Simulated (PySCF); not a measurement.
Quadrupolar nuclei of `CC#C[SiH2][AsH][SiH3]` in NMR

Species: C3H9AsSi2.
Cartesian coordinates in Å at the PBE0-D3(BJ)/def2-SVP level; atoms count from 1:
```xyz
15
C3H9AsSi2 angstrom
C      2.7271    1.4738   -0.2371
C      1.8535    0.3352   -0.0306
C      1.1212   -0.6243    0.1455
Si    -0.0844   -1.9632    0.4308
As    -1.9594   -0.9314    1.4502
Si    -2.2181    0.5756   -0.3612
H      3.7397    1.2673    0.1430
H      2.3425    2.3633    0.2859
H      2.8093    1.7179   -1.3077
H     -0.4367   -2.6125   -0.8673
H      0.4861   -2.9906    1.3518
H     -2.9472   -1.9318    0.8542
H     -1.3751    1.7775   -0.0927
H     -3.6522    0.9935   -0.4200
H     -1.8289   -0.0087   -1.6819
```

Computed at PBE0/pcSseg-1 (PySCF, non-relativistic):

```
atom                   environment  nucleus  spin I  Q (b)  CQ = χzz (MHz)      η
 As5  arsenic bonded to 2 Si and H     75As     3/2  0.314         -120.63  0.480
```

Problem. Recover the principal values of the field gradient from CQ = 234.96 MHz × Q × Vzz, η = (Vxx − Vyy)/Vzz and a zero trace.

Solution. Vxx = −Vzz(1 − η)/2 and Vyy = −Vzz(1 + η)/2, in au:

| atom | Vxx (au) | Vyy (au) | Vzz (au) | Vzz (10²¹ V/m²) |
| --- | --- | --- | --- | --- |
| As5 | 0.425 | 1.210 | -1.635 | -15.89 |

Problem. At 14.1 T, set νQ = 3|CQ|/[2I(2I − 1)] beside the Larmor frequency (|g| × 7.62259 MHz/T × B; g(75As) = 0.95965), and give PQ = |CQ|√(1 + η²/3).

Solution. 
```csv
atom,PQ (MHz),νQ (MHz),ν0 (MHz),νQ/ν0
As5,125.2,60.31,103.14,0.585
```

For As5: PQ = 120.6 × 1.0378, νQ = 120.6 × 0.5000, ν0 = 7.3150 MHz/T × 14.1 T.

For As5 νQ isn't small against ν0, so the high-field expansions of solid-state NMR fail there at this field.

Problem. Quadrupolar 1/T1 and linewidth for τc = 15 ps (extreme narrowing, isotropic tumbling)?

Solution. Rate = (3π²/10) PQ² τc (2I + 3)/[I²(2I − 1)], the same for T1 and T2; width = rate/π.

```csv
site,spin factor (2I + 3)/[I²(2I − 1)],1/T1 (s⁻¹),T1 (ms),linewidth (Hz)
75As at As5,1.333,928000,0.00108,295000
```

Solvent, lattice and vibrations would change these gradients. The structure is a single PBE0-D3(BJ)/def2-SVP conformer in the gas phase; no vibrational or solvent corrections. The calculation is non-relativistic, for arsenic too. The basis is small and wasn't made for field gradients, so the couplings can be 20 % off.
